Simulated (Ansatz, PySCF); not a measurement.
System: CH₃Si, charge 0, multiplicity 2. It need not be the lowest isomer of its formula. 
Coordinates optimised at B3LYP-D3(BJ)/def2-TZVP (Ansatz, a first-principles code):
SMILES: C[Si]
```xyz
5

C     -1.1030     0.0446     0.0262
Si     0.7938    -0.0232    -0.0072
H     -1.4093    -0.5919    -0.8203
H     -1.5274     1.0350    -0.1585
H     -1.5592    -0.3861     0.9215
```
Charge 0, spin multiplicity 2.

Quantity: atomisation energy (electronic, to ground-state atoms), in kcal/mol. Correlated levels leave the core frozen unless marked. UHF or UKS for open shells. No spin-orbit coupling. No relativistic terms. The coupled-cluster limit lacks core correlation, which all-electron functionals hold. Basis-set limits of correlation are two-point, X^-3; Hartree-Fock from the larger set. The bracket is a focal-point correction in the basis named.

| level | program | atomisation energy (kcal/mol) | minus last row |
|---|---|---|---|
| HF/6-31G* | Ansatz | 281.5 | -96.7 |
| HF/aug-cc-pV(D+d)Z | Ansatz | 278.9 | -99.3 |
| HF/def2-TZVPP | Ansatz | 284.5 | -93.7 |
| HF/def2-QZVPPD | Ansatz | 285.0 | -93.2 |
| BLYP-D4/def2-TZVPD | Ansatz + dftd4 | 378.4 | 0.2 |
| B3LYP-D4/def2-TZVPD | Ansatz + dftd4 | 380.3 | 2.1 |
| PBE0/STO-3G | Ansatz | 475.5 | 97.3 |
| PBE0/6-31G* | Ansatz | 377.3 | -0.9 |
| BHLYP-D3(BJ)/def2-TZVPD | Ansatz + dftd3 | 372.7 | -5.5 |
| BHLYP/def2-TZVPD | Ansatz | 370.3 | -7.9 |
| TPSSh/def2-TZVPD | PySCF | 381.4 | 3.2 |
| r2SCANh-D4/def2-TZVPD | Ansatz + dftd4 | 377.7 | -0.5 |
| LC-wPBE-D4/def2-TZVPD | Ansatz + dftd4 | 378.1 | -0.1 |
| MP2/cc-pV(T+d)Z | Ansatz | 368.8 | -9.4 |
| MP2/def2-TZVPP | Ansatz | 369.1 | -9.1 |
| SCS-MP2/6-31G* | Ansatz | 339.8 | -38.4 |
| CCSD(T)/def2-SVPD | Ansatz | 360.8 | -17.4 |
| CCSD(T)/cc-pV(Q+d)Z | Ansatz | 374.7 | -3.5 |
| RI-MP2/CBS(aug-cc-pV(T+d)Z,aug-cc-pV(Q+d)Z)+[CCSD(T)-MP2]/aug-cc-pV(T+d)Z | Ansatz | 378.5 | 0.3 |
| RI-MP2/CBS(def2-TZVPPD,def2-QZVPPD)+[CCSD(T)-MP2]/def2-TZVPPD | Ansatz | 378.1 | -0.1 |
| CCSD(T)/CBS(cc-pV(T+d)Z,cc-pV(Q+d)Z) | Ansatz | 378.2 | 0.0 |
